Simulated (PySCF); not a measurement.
Harmonic spectrum computed at PBE0 in the def2-TZVP basis family (core potentials from Rb on, PySCF, no spin–orbit coupling):

| symmetry | ω (cm⁻¹) | IR (km/mol) |
| --- | --- | --- |
| a' | 115 | 0.2 |
| a' | 208 | 3.6 |
| a'' | 300 | 14.7 |
| a'' | 510 | 1.1 |
| a' | 513 | 206 |
| a'' | 660 | 323 |
| a' | 680 | 112 |
| a' | 718 | 31.3 |
| a'' | 731 | 20.7 |
| a' | 1152 | 75.0 |
| a'' | 3900 | 282 |
| a' | 3903 | 63.9 |

Question: Which molecule gave it? In each, all ligands are bound to the one heavy central atom.
A. MoN(OH)₂ (doublet)
B. WN(OH)₂ (doublet)
C. TaN(OH)₂ (singlet)
D. RuN(OH)₂ (doublet)
E. PN(OH)₂ (singlet)

Answer: B. It has Cs symmetry with O–H 0.960 Å (×2), W–N 1.664 Å, W–O 1.892 Å (×2).
